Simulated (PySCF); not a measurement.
Compound: C7H10Cl (doublet state).
Cartesian coordinates in Å at the GFN2-xTB level; atoms count from 1:
```xyz
18
C7H10Cl angstrom
C     -1.063    2.266    0.574
C     -0.940    0.993    0.720
C     -0.287    0.010   -0.250
C     -1.369   -0.758   -0.993
Cl    -2.355   -1.744    0.121
C      0.788   -0.902    0.375
C      1.741   -0.541   -0.774
C      0.779    0.571   -1.215
H     -0.812    3.040   -0.112
H     -1.343    0.488    1.592
H     -0.929   -1.451   -1.711
H     -2.051   -0.076   -1.503
H      1.131   -0.539    1.341
H      0.511   -1.951    0.468
H      2.733   -0.212   -0.475
H      1.840   -1.336   -1.510
H      1.115    1.562   -0.921
H      0.503    0.585   -2.267
```

The hyperfine couplings belong to this conformer and change with its torsions.

Identity: `[H]/[C]=C\C1(CCl)CCC1` [radical].

Theory: UKS B3LYP, pcH-1 on C Cl H, non-relativistic, mean-field spin-orbit, GIAO (PySCF 2.14.0). The structure is a single GFN2-xTB conformer in the gas phase; no vibrational or solvent corrections. The geometry wasn't refined by DFT: couplings that depend on bond lengths, twists or pyramidal angles can differ widely from those at the functional's own minimum. No stability test was run, so a lower SCF solution isn't excluded.

(1) Give the principal g shifts and their parts.

(2) What are the electron Larmor frequencies g μB B/h along the three axes at 350 mT?

(3) What effective moment and Curie constant follow for a powder?

(4) In a frozen sample, at which fields do the three g values resonate at 9.5, 34, 94 and 263 GHz (hyperfine left aside), and which band first spreads them over more than twice a line width of 0.5 mT?

## Answers

(1) 
```csv
Δg (ppm),1,2,3
relativistic mass correction,-147,-147,-147
gauge correction,34,2,-40
orbital Zeeman/spin–orbit,-359,67,872
total,-472,-77,686
```

So g = 2.00185, 2.00224, 2.00301 and g_iso = 2.00237; the tensor is rhombic: the two nearest values differ by 34 % of g3 − g1. Axes: g1 points within 6° of the C1–H9 bond and g2 points within 8° of the C2–C3 bond.

(2) 9.8064, 9.8084, 9.8121 GHz for g1, g2 and g3, a range of 5.7 MHz.

(3) With the mean of g² = 4.0095 and S(S+1) = 0.75: μ_eff = √(⟨g²⟩S(S+1)) = 1.734 μB and χT = 0.12505·⟨g²⟩·S(S+1) = 0.376 cm³ K/mol (cgs; spin-Hamiltonian part alone).

(4) 
```tsv
band	GHz	B(g3) mT	B(g2) mT	B(g1) mT	spread mT
X	9.5	338.87	339.00	339.06	0.20
Q	34.0	1212.79	1213.25	1213.49	0.70
W	94.0	3353.01	3354.28	3354.94	1.94
J	263.0	9381.28	9384.86	9386.70	5.42
```

The spread grows in proportion to the frequency. W band is the first where it exceeds 1.0 mT.

The Mulliken spin populations are largest on C1 (+1.03), C2 (-0.17) and C3 (+0.08). C1 is the only atom above +0.15.

The HOMO–LUMO gaps are 6.49 eV among the α and 5.15 eV among the β orbitals.
